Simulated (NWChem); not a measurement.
System: WO, triplet; SMILES [W]=[O]

Results from NWChem. Spin-unrestricted. The geometry was optimised at PBE0-D3(BJ)/def2-TZVP, spin-unrestricted. No stability test was run on the SCF state. def2 effective core potentials on W; no spin-orbit coupling. Level M06-L/def2-SVP: energy and gradient on several grids; changes count from the extra-fine grid, which is no exact limit either.

| grid | size of the energy change (μHa) | largest change of a gradient component (μHa/bohr) | time, medium = 1 (rough) |
|---|---|---|---|
| xcoarse | 2000 | 7000 | 0.4 |
| coarse | 300 | 700 | about 1 |
| medium | 30 | < 30 | about 1 |
| xfine | < 10 | < 30 | about 1 |
